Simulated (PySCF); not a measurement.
A structure optimised at PBE0-D3(BJ)/def2-SVP, used in a PySCF frequency run:

```xyz
9

B      0.1852    -0.3376     0.6242
Cl     1.8403    -0.4592     0.0055
C     -0.1824    -0.9572     2.0081
H     -0.3620    -2.0377     1.8589
H     -1.1014    -0.5282     2.4313
H      0.6401    -0.8764     2.7329
N     -0.7709     0.2991    -0.1989
C     -1.4061     0.8695    -1.0393
O     -2.0576     1.4210    -1.8323
```

Write its SMILES and formula.

CB(Cl)N=C=O, C2H3BClNO

What are its rotational constants (standard atomic weights)?

5.0462, 1.5423, 1.1899 GHz
